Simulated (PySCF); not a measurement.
Cl₂GeH₄Si, SMILES Cl[SiH]([GeH3])Cl. Atoms are numbered in the order given.

```xyz
8

Si     0.5949     0.5816     0.0000
Cl     1.4896    -0.2141     1.6802
Cl     1.4896    -0.2141    -1.6802
Ge    -1.6676    -0.0701     0.0000
H      0.8463     2.0427     0.0000
H     -2.3704     0.4690    -1.2538
H     -2.3704     0.4690     1.2538
H     -1.7178    -1.6026     0.0000
```

Geometry: ωB97X-D3(BJ)/def2-SVP. This is a generated structure with no PubChem entry under its InChIKey; it may be hypothetical.

Computed with KT2/pcSseg-1 (PySCF).

GIAO shieldings, no solvent; atoms alike by connectivity are averaged. δ = σ(ref) − σ: ²⁹Si against TMS (σ = 361.9 ppm); ³⁵Cl against HCl (σ = 945.4 ppm); ⁷³Ge against GeH4 (σ = 1669.3 ppm); ¹H against TMS (σ = 31.47 ppm), references at their B3LYP-D3(BJ)/def2-TZVP geometries, non-relativistic (without spin–orbit terms, shifts of atoms bonded to Cl or Br come out too high).

Computed chemical shifts:
```csv
nucleus,atoms,count,δ (ppm)
²⁹Si,Si1,1,35.9
³⁵Cl,"Cl2, Cl3",2,91.1
⁷³Ge,Ge4,1,13.2
¹H,H5,1,6.77
¹H,"H6, H7, H8",3,3.95
```
